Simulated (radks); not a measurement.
The numbers below are computed, except where a source is named.
Q: The iodine ion I12+, configuration [Ar] 3d10 4s2 4p5 4d6 (not the ground configuration). Level of theory: scalar-relativistic Kohn-Sham, BLYP, spin-polarised, spherical densities, finite nucleus; open shells are filled with parallel spins first (spin-orbit coupling, left out, can overturn this in heavy ions); Fermi nuclear charge, rms radius 4.75 fm (a radial shooting solver on a logarithmic mesh with Libxc functionals). Some entries of the table are withheld. Estimate them.

| orbital | occ. | eigenvalue (hartree) | <1/r> (bohr^-1) |
|---|---|---|---|
| 1s up | 1 | -1221.504 | 56.83 |
| 1s down | 1 | -1221.489 | 56.83 |
| 2s up | 1 | -196.4888 | 13.03 |
| 2s down | 1 | -196.4159 | 13.03 |
| 2p up | 3 | -177.3303 | 12.46 |
| 2p down | 3 | -177.2672 | 12.46 |
| 3s up | 1 | -46.70888 | 4.679 |
| 3s down | 1 | -46.66353 | 4.680 |
| 3p up | 3 | -40.50211 | 4.451 |
| 3p down | 3 | -40.45062 | 4.452 |
| 3d up | 5 | -31.23333 | 4.217 |
| 3d down | 5 | -31.16228 | 4.217 |
| 4s up | 1 | -14.97008 | (1) |
| 4s down | 1 | -14.70246 | (2) |
| 4p up | 3 | -12.92098 | 1.839 |
| 4p down | 2 | -12.65578 | 1.837 |
| 4d up | 5 | (3) | (4) |
| 4d down | 1 | (5) | (6) |

A: 
(1) 4s up <1/r> (bohr^-1): 1.972
(2) 4s down <1/r> (bohr^-1): 1.973
(3) 4d up eigenvalue (hartree): -9.86795
(4) 4d up <1/r> (bohr^-1): 1.634
(5) 4d down eigenvalue (hartree): -9.61439
(6) 4d down <1/r> (bohr^-1): 1.627
